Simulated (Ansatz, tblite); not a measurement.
Forces on [SiI3]- (SiI₃⁻) at its r2SCAN-D4/def2-SVPD geometry. Total charge -1; singlet.

In the def2 sets I takes a core potential; there is no spin–orbit coupling. The xTB rows come from tblite.

GFN2-xTB (tblite), largest force 0.26 eV/Å:

```xyz
4
positions Å, forces eV/Å
Si   -0.044   -0.664   -0.651    0.014    0.183    0.180
I     2.346    0.017    0.266   -0.175   -0.047   -0.064
I    -1.305   -1.085    1.639    0.091    0.031   -0.161
I    -0.997    1.732   -1.254    0.069   -0.168    0.044
```

PBE-D4/def2-TZVPD (Ansatz), largest force 0.09 eV/Å:

```
Si 0.007 0.066 0.066
I -0.061 -0.018 -0.024
I 0.030 0.008 -0.054
I 0.023 -0.056 0.012
```

PBE0-D4/def2-TZVPD (Ansatz), largest force 0.29 eV/Å:

```
Si 0.016 0.207 0.204
I -0.245 -0.049 -0.074
I 0.130 0.062 -0.211
I 0.099 -0.221 0.080
```
